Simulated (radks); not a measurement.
Xe+, configuration [Kr] 4d10 5s2 5p5.

All-electron calculation, Dirac Kohn-Sham, PBE, spin-unpolarised, spherical densities, finite nucleus; open shells fill j = l - 1/2 first; Fermi nuclear charge, rms radius 4.7859 fm. Program: a radial shooting solver on a logarithmic mesh with Libxc functionals.

Energy parts (eV):
| part | energy |
|---|---|
| total | -202712.857 |
| kinetic | 215348.137 |
| electron-nucleus | -492387.872 |
| Hartree | 79412.547 |
| exchange-correlation | -5085.669 |

Orbitals (lengths in bohr, moments of r in powers of bohr; <r^-3> diverges for s and p1/2):
\begin{tabular}{lrrr}
orbital & occ. & eigenvalue (eV) & <r^-3> \\ \hline
1s1/2 & 2 & -34354.28 & - \\
2s1/2 & 2 & -5353.197 & - \\
2p1/2 & 2 & -5030.097 & - \\
2p3/2 & 4 & -4705.467 & 5569 \\
3s1/2 & 2 & -1102.929 & - \\
3p1/2 & 2 & -968.6102 & - \\
3p3/2 & 4 & -906.9508 & 1082 \\
3d3/2 & 4 & -670.5867 & 174.0 \\
3d5/2 & 6 & -657.5560 & 160.4 \\
4s1/2 & 2 & -207.1875 & - \\
4p1/2 & 2 & -159.6335 & - \\
4p3/2 & 4 & -147.3375 & 216.2 \\
4d3/2 & 4 & -70.4235 & 27.12 \\
4d5/2 & 6 & -68.4364 & 24.76 \\
5s1/2 & 2 & -28.9823 & - \\
5p1/2 & 2 & -17.9042 & - \\
5p3/2 & 3 & -16.5259 & 23.99 \\
\end{tabular}

The highest occupied level is 5p3/2 at -16.526 eV. For comparison, the ionisation energy in NIST's Atomic Spectra Database is 20.975 eV (semi-empirical). In exact Kohn-Sham theory the highest level is minus the ionisation energy, but local and semilocal functionals leave it too shallow, through self-interaction and a potential that decays too fast; potentials with the right tail come closer. Summed over all electrons, <r^2> = 50.70 bohr^2, which gives a Langevin (diamagnetic) susceptibility term of -40.2 x 10^-6 cm^3/mol. The density falls to 0.001 e/bohr^3 at r = 4.11 bohr. The electron density at the nucleus is 2.716e+05 e/bohr^3.

Beside tabulated values, note that spin-unpolarised runs miss the spin-polarisation part of the exchange energy of open shells.
